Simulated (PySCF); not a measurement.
## Static response to an electric field

Compound: C₄H₃F₂NSe.
Numbering: `[CH3:1][c:2]1[n:3][se:4][c:5]([F:6])[c:7]1[F:8]` (hydrogens: H9, H10, H11 on C1)

Structure used (PBE0-D3(BJ)/def2-SVP), in Å, numbered top down from 1:
```
atom  x, y, z in Å
C1    -1.7325    0.0607   -0.0997
C2    -0.2714    0.3623   -0.0945
N3     0.1616    1.5669   -0.3632
Se4    1.9741    1.6300   -0.2988
C5     1.9893   -0.1808    0.1368
F6     3.0766   -0.8834    0.3547
C7     0.7081   -0.6438    0.1933
F8     0.3760   -1.8941    0.4873
H9    -2.0287   -0.4633    0.8214
H10   -2.2980    0.9963   -0.1892
H11   -1.9895   -0.5937   -0.9479
```

Level: wB97X-D/def2-SVPD (PySCF), static field, nuclei fixed, core orbitals frozen in the response. The polarisability tensor in these axes (au):

```
x   98.15 10.53 -0.27
y   10.53 82.41 -6.47
z   -0.27 -6.47 54.74
```

Task: What are the eigenvalues, a third of the trace, and Δα (Δα² = ½Σ(αi − αj)² over the three pairs)?

Result: Principal values 53.20, 78.47 and 103.63 au; mean 78.43 au = 11.62 Å³ = 12.93 × 10⁻⁴⁰ C²·m²/J; Δα = 43.67 au (56 % of the mean).

Task: What is the dipole moment, and where does it point?

Result: (-0.39, 0.03, -0.05) D, 0.39 D in size, pointing from the negative to the positive side. Measured along this direction, the outermost atoms are F6 at the negative end and H10 at the positive end.

Task: What are the principal values of the traceless quadrupole moment, Θ = ½Σq(3rr − r²1), about the centre of nuclear charge?

Result: -8.31, -0.61, 8.93 D·Å. The values depend on the origin, since the dipole doesn't vanish. The electronic extent ⟨r²⟩ about the same centre is 1238 bohr², a root-mean-square distance of 2.01 Å for the 86 electrons.

Task: Orientational against electronic polarisability at 400 K (dilute gas, rigid molecules)?

Result: In Gaussian units μ²/3kT = 0.92 Å³ against 11.62 Å³, a ratio of 0.08; the Debye molar polarisation (4π/3)N_A(α + μ²/3kT) is 31.6 cm³/mol, leaving out the vibrational part.

Task: Along which axes do the principal values lie, and how far do the nuclei extend along each?

Result: Largest value along (0.89, 0.46, -0.07), where the nuclei span 4.58 Å; middle along (-0.46, 0.86, -0.23), 4.22 Å; least along (-0.05, 0.23, 0.97), 1.75 Å. The response follows the extents in order.

Task: What depolarisation ratio follows for Rayleigh scattering of linearly polarised light, taking the static tensor?

Result: ρ = 3Δα²/(45ᾱ² + 4Δα²) = 5722.4/(276826 + 7629.9) = 0.0201.

Task: Form Σ f/ω² (atomic units) for the 6 lowest TDDFT singlets, given as eV and f, and set it beside the mean polarisability, which is this sum over all singlets: 4.73, 0.0001; 5.24, 0.1345; 5.41, 0.0027; 5.57, 0.0008; 5.86, 0.0525; 6.33, 0.0875.

Result: They add up to 6.47 au, 8.2 % of the 78.43 au; the largest single term is 3.63 au, from the state at 5.24 eV. Terms in order: 0.00, 3.63, 0.07, 0.02, 1.13, 1.62 au. Higher excitations give the rest. The strengths listed sum to 0.278.

Geometry: PBE0-D3(BJ)/def2-SVP; no solvent, vibrations or thermal averaging. The calculation is non-relativistic, for selenium too.
